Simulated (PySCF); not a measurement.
# EPR parameters of C6H4NO2

Species: C6H4NO2 (doublet state).
Geometry (GFN2-xTB, Å), atoms numbered from 1 in this order:
```
atom  x, y, z in Å
N1    -2.4279    2.0095   -0.3375
C2    -2.0913    0.9281   -0.1915
C3    -1.6238   -0.4262    0.0056
C4    -0.1549   -0.4972   -0.2419
C5     0.5477   -1.1859   -1.1206
O6     1.8747   -1.0102   -1.0853
C7     2.1696   -0.0969   -0.1021
O8     3.2826    0.2435    0.1452
C9     0.8644    0.3315    0.5370
H10   -1.8586   -0.7217    1.0345
H11   -2.1531   -1.0899   -0.6816
H12    0.8629    0.1105    1.6064
H13    0.7034    1.4053    0.4141
```

The hyperfine couplings belong to this conformer and change with its torsions.

Identity: `N#CCC1=[C]OC(=O)C1` [radical].

Method: UKS B3LYP, pcH-1 on C H N O, non-relativistic, mean-field spin-orbit, GIAO (PySCF 2.14.0). One conformer (not necessarily the lowest) at the GFN2-xTB geometry, without solvent, vibrations or thermal averaging. The geometry wasn't refined by DFT: couplings that depend on bond lengths, twists or pyramidal angles can differ widely from those at the functional's own minimum. No stability test was run, so a lower SCF solution isn't excluded.

```
g1, g2, g3                      : 2.00123, 2.00202, 2.00326
g_iso                           : 2.00217
Form of g                       : rhombic: the two nearest values differ by 39 % of g3 − g1
⟨S²⟩                            : 0.7602 (exact 0.7500)
α and β electrons               : 32, 31
HOMO–LUMO gap, α and β orbitals : 6.20, 3.24 eV
Total energy                    : -436.14257 Eh
Basis functions                 : 265
```

Isotropic coupling and dipolar principal values T1 to T3, in mT; ρ(0) is the spin density at the nucleus (MHz turned into mT with g_iso):

```tsv
atom	isotope	a_iso	T1	T2	T3	Mulliken spin population	ρ(0) (bohr⁻³)
N1	14N	0.00	-0.01	0.00	0.01	0.00	-0.0003
C2	13C	-0.25	-0.02	0.00	0.03	0.00	-0.0061
C3	13C	0.42	-0.05	-0.05	0.10	0.01	0.0104
C4	13C	1.86	-0.95	-0.08	1.03	-0.12	0.0465
C5	13C	21.61	-2.72	-1.83	4.54	0.97	0.5386
O6	17O	-3.59	-0.51	0.18	0.33	0.01	0.1660
C7	13C	1.39	-0.16	-0.14	0.30	0.02	0.0346
O8	17O	-0.08	-0.44	0.20	0.24	0.04	0.0036
C9	13C	0.56	-0.29	-0.21	0.50	0.08	0.0139
H10	1H	-0.34	-0.07	-0.05	0.13	0.00	-0.0021
H11	1H	0.05	-0.13	-0.11	0.24	0.01	0.0003
H12	1H	-0.30	-0.14	-0.05	0.19	0.00	-0.0019
H13	1H	-0.34	-0.14	-0.05	0.19	-0.01	-0.0021
```

Largest spin populations (Mulliken): C5 (+0.97), C4 (-0.12) and C9 (+0.08). C5 is the only atom above +0.15. The positive populations add up to 1.14 and the negative ones to -0.14, together 2S = 1.

Axes: g1 points within 7° of the C3–C4 bond.

Under fast tumbling the dipolar parts average out, and these isotropic splittings remain: 2 × 1H (H12/H13, I = 1/2, 3 lines) with 0.32 mT and 2 × 1H (H10/H11, I = 1/2, 3 lines) with 0.14 mT.

Means are taken over nuclei equivalent by connectivity, which assumes that they swap fast. The 1H value of -4.0 MHz is a mean of couplings from -9.5 to 1.5 MHz in this one geometry, not an average over conformers.

The 13C coupling of C5 (605.4 MHz) shows only in satellite lines or after enrichment, since that isotope makes up about 1.07 % of natural carbon.

The 17O coupling of O6 (-100.6 MHz) shows only in satellite lines or after enrichment, since that isotope makes up about 0.038 % of natural oxygen.

The spin density at the nucleus, in bohr⁻³, is negative for C2 (-0.0061) and H12/H13 (-0.0020), for instance. A restricted open-shell determinant has no negative spin density anywhere; here it arises because α and β orbitals differ (spin polarisation).
